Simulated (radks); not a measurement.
Results of a calculation; reference values are marked as such.
Task: Coherent X-ray form factor from a spherical all-electron density. Code: a radial shooting solver on a logarithmic mesh with Libxc functionals. Model: non-relativistic Kohn-Sham, PW91, spin-unpolarised, spherical densities, point nucleus.

| sin(theta)/lambda (1/angstrom) | f0 (electrons) |
|---|---|
| 0.05 | 13.631 |
| 0.1 | 12.679 |
| 0.15 | 11.485 |
| 0.2 | 10.343 |
| 0.25 | 9.391 |
| 0.3 | 8.641 |
| 0.4 | 7.538 |
| 0.5 | 6.645 |
| 0.6 | 5.799 |
| 0.8 | 4.264 |
| 1 | 3.113 |
| 1.25 | 2.224 |
| 1.5 | 1.747 |
| 2 | 1.330 |

The species is in the configuration that NIST lists as its ground one. Which atom or ion scatters so?

Result: The phosphorus ion P+, [Ne] 3s2 3p2. Extrapolating in s^2 from the first two rows gives f0(0) = 13.9, near the electron count 14; among species with that count, the fall with angle is slower the higher Z, and the table is that of Z = 15; from so few rows the species is fixed only to a neighbour or two.
